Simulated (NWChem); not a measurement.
System: sulfur trioxide (SO3); SMILES S(=O)(=O)=O

Parts of the log:

```
             Northwest Computational Chemistry Package (NWChem) 7.3.0
             --------------------------------------------------------

 D3H symmetry detected

                             Geometry "geometry" -> ""
                             -------------------------

 Output coordinates in angstroms (scale by  1.889725989 to convert to a.u.)

  No.       Tag          Charge          X              Y              Z
 ---- ---------------- ---------- -------------- -------------- --------------
    1 O                    8.0000    -1.01923585    -1.01923585     0.00000000
    2 S                   16.0000     0.00000000     0.00000000     0.00000000
    3 O                    8.0000    -0.37306621     1.39230206     0.00000000
    4 O                    8.0000     1.39230206    -0.37306621     0.00000000

 Effective nuclear repulsion energy (a.u.)     181.6712275646

      Symmetry information
      --------------------

 Group name             D3h
 Group number             27
 Group order              12
 No. of unique centers     2

                                 NWChem DFT Module
                                 -----------------

 Summary of "ao basis" -> "ao basis" (spherical)
 ------------------------------------------------------------------------------
       Tag                 Description            Shells   Functions and Types
 ---------------- ------------------------------  ------  ---------------------
 O                         def2-tzvpd               14       40   6s4p3d1f
 S                         def2-tzvpd               16       46   6s6p3d1f

      Symmetry analysis of basis
      --------------------------

        a1'        28
        a1"         4
        a2'        10
        a2"        16
        e'         74
        e"         34

  Rotation of axis

            General Information
            -------------------
          SCF calculation type: DFT
          Wavefunction type:  closed shell.
          No. of atoms     :     4
          No. of electrons :    40
           Alpha electrons :    20
            Beta electrons :    20
          Charge           :     0
          Spin multiplicity:     1
          Use of symmetry is: on ; symmetry adaption is: on
          Maximum number of iterations: 150
          AO basis - number of functions:   166
                     number of shells:    58
          Convergence on energy requested:  1.00D-06
          Convergence on density requested:  1.00D-05
          Convergence on gradient requested:  5.00D-04

              XC Information
              --------------
                  TPSS metaGGA Exchange Functional  1.000
             TPSS03 metaGGA Correlation Functional  1.000

             Grid Information
             ----------------
          Grid used for XC integration:  medium
          Radial quadrature: Mura-Knowles
          Angular quadrature: Lebedev.
          Tag              B.-S. Rad. Rad. Pts. Rad. Cut. Ang. Pts.
          ---              ---------- --------- --------- ---------
          O                   0.60       49          11.0       434
          S                   1.00       88          10.0       590
          Grid pruning is: on
          Number of quadrature shells:   137
          Spatial weights used:  Erf1

      Superposition of Atomic Density Guess
      -------------------------------------

 Sum of atomic energies:        -621.83296754

      Non-variational initial energy
      ------------------------------

 Total energy =    -623.311018
 1-e energy   =   -1220.375761
 2-e energy   =     415.393515
 HOMO         =      -0.426545
 LUMO         =      -0.048032

      Symmetry analysis of molecular orbitals - initial
      -------------------------------------------------

  Numbering of irreducible representations:

     1 a1'         2 a1"         3 a2'         4 a2"         5 e'
     6 e"

  Orbital symmetries:

     1 a1'         2 e'          3 e'          4 a1'         5 a1'
     6 e'          7 e'          8 a2"         9 a1'        10 e'
    11 e'         12 a1'        13 a2"        14 e'         15 e'
    16 e'         17 e'         18 e"         19 e"         20 a2'
    21 a2"        22 a1'        23 e'         24 e'         25 a2"
    26 a1'        27 e'         28 e'         29 e"         30 e"

     ---------------------------------------------
      Total Density - Mulliken Population Analysis
     ---------------------------------------------

    Atom       Charge   Shell Charges
 -----------   ------   -------------------------------------------------------
    1 O    8     8.72   0.79  1.18  0.61  0.98  0.29 -0.01  1.91  2.10  0.82  0.02  0.00  0.02 -0.00  0.00
    2 S   16    13.83   2.01  0.48  1.49  0.81  0.40  0.03  4.14  1.71  0.69  1.18  0.26  0.00  0.24  0.30  0.01  0.08
    3 O    8     8.72   0.79  1.18  0.61  0.98  0.29 -0.01  1.91  2.10  0.82  0.02  0.00  0.02 -0.00  0.00
    4 O    8     8.72   0.79  1.18  0.61  0.98  0.29 -0.01  1.91  2.10  0.82  0.02  0.00  0.02 -0.00  0.00

   convergence    iter        energy       DeltaE   RMS-Dens  Diis-err
 ---------------- ----- ----------------- --------- --------- ---------
 d= 0,ls=0.0,diis     1   -623.7684225484 -8.05D+02  1.32D-02  2.30D+00
 d= 0,ls=0.0,diis     2   -623.0249595119  7.43D-01  8.66D-03  1.10D+01
 d= 0,ls=0.0,diis     3   -623.9922554599 -9.67D-01  7.43D-04  5.36D-02
 d= 0,ls=0.0,diis     4   -623.9949312895 -2.68D-03  3.05D-04  1.81D-02
 d= 0,ls=0.0,diis     5   -623.9964774922 -1.55D-03  1.90D-05  1.07D-04
  Resetting Diis
 d= 0,ls=0.0,diis     6   -623.9964848755 -7.38D-06  2.24D-06  6.51D-07
 d= 0,ls=0.0,diis     7   -623.9964849308 -5.53D-08  7.63D-07  1.17D-08

         Total DFT energy =     -623.996484930815
      One electron energy =    -1219.501817838326
           Coulomb energy =      465.411639573567
    Exchange-Corr. energy =      -51.577534230662
 Nuclear repulsion energy =      181.671227564606

 Numeric. integr. density =       40.000002493527

                  Occupations of the irreducible representations
                  ----------------------------------------------

                     irrep           alpha         beta
                     --------     --------     --------
                     a1'               5.0          5.0
                     a1"               0.0          0.0
                     a2'               1.0          1.0
                     a2"               2.0          2.0
                     e'               10.0         10.0
                     e"                2.0          2.0

                       DFT Final Molecular Orbital Analysis
                       ------------------------------------

 Vector   18  Occ=2.000000D+00  E=-3.647998D-01  Symmetry=e"
              MO Center=  6.4D-01,  1.1D-01, -5.6D-15, r^2= 2.0D+00
   Bfn.  Coefficient  Atom+Function         Bfn.  Coefficient  Atom+Function
  ----- ------------  ---------------      ----- ------------  ---------------
   135      0.372916  4 O  pz               138      0.314424  4 O  pz
    95     -0.257114  3 O  pz                98     -0.216786  3 O  pz
   141      0.190282  4 O  pz               101     -0.131194  3 O  pz
     9     -0.115801  1 O  pz                12     -0.097638  1 O  pz
    68     -0.091736  2 S  d  1              73     -0.087800  2 S  d  1

 Vector   19  Occ=2.000000D+00  E=-3.647998D-01  Symmetry=e"
              MO Center= -6.4D-01, -1.1D-01, -6.0D-16, r^2= 2.0D+00
   Bfn.  Coefficient  Atom+Function         Bfn.  Coefficient  Atom+Function
  ----- ------------  ---------------      ----- ------------  ---------------
     9      0.363748  1 O  pz                12      0.306694  1 O  pz
    95     -0.282161  3 O  pz                98     -0.237904  3 O  pz
    15      0.185604  1 O  pz               101     -0.143974  3 O  pz
    66     -0.091736  2 S  d -1              71     -0.087800  2 S  d -1
   135     -0.081587  4 O  pz               138     -0.068790  4 O  pz

 Vector   20  Occ=2.000000D+00  E=-3.094835D-01  Symmetry=a2'
              MO Center= -3.3D-15,  1.6D-14,  2.0D-30, r^2= 2.6D+00
   Bfn.  Coefficient  Atom+Function         Bfn.  Coefficient  Atom+Function
  ----- ------------  ---------------      ----- ------------  ---------------
    93      0.285963  3 O  px               134     -0.285963  4 O  py
    96      0.235595  3 O  px               137     -0.235595  4 O  py
     7     -0.209340  1 O  px                 8      0.209340  1 O  py
    10     -0.172468  1 O  px                11      0.172468  1 O  py
    99      0.170138  3 O  px               140     -0.170138  4 O  py

 Vector   21  Occ=0.000000D+00  E=-1.372299D-01  Symmetry=a1'
              MO Center=  2.6D-13,  3.4D-13, -3.8D-11, r^2= 2.6D+00
   Bfn.  Coefficient  Atom+Function         Bfn.  Coefficient  Atom+Function
  ----- ------------  ---------------      ----- ------------  ---------------
    46      0.566104  2 S  s                 45      0.552588  2 S  s
    44      0.326536  2 S  s                 43     -0.216617  2 S  s
    72      0.216590  2 S  d  0              67      0.200588  2 S  d  0
    94      0.200728  3 O  py               133      0.200728  4 O  px
    97      0.159430  3 O  py               136      0.159430  4 O  px

 Vector   22  Occ=0.000000D+00  E=-1.300726D-01  Symmetry=a2"
              MO Center= -1.7D-15, -1.7D-15,  3.8D-11, r^2= 2.1D+00
   Bfn.  Coefficient  Atom+Function         Bfn.  Coefficient  Atom+Function
  ----- ------------  ---------------      ----- ------------  ---------------
    58      0.518338  2 S  pz                61      0.489864  2 S  pz
     9     -0.246369  1 O  pz                95     -0.246369  3 O  pz
   135     -0.246369  4 O  pz                55      0.225877  2 S  pz
    15     -0.221934  1 O  pz               101     -0.221934  3 O  pz
   141     -0.221934  4 O  pz                12     -0.211797  1 O  pz

[...]
```

Level: TPSS/def2-TZVPD. Coordinates come from a PBE0/def2-SVP optimisation.

Task: Which NWChem input produces such a log?

Result: This is not unique; one that fits is the input that was run:
```
start job
memory heap 200 mb stack 900 mb global 1100 mb
geometry units angstroms noautoz
  O     -1.019236    -1.019236     0.000000
  S      0.000000     0.000000     0.000000
  O     -0.373066     1.392302     0.000000
  O      1.392302    -0.373066     0.000000
end
basis spherical
  * library def2-tzvpd
end
dft
  xc xtpss03 ctpss03
  iterations 150
  mulliken
end
task dft energy
```
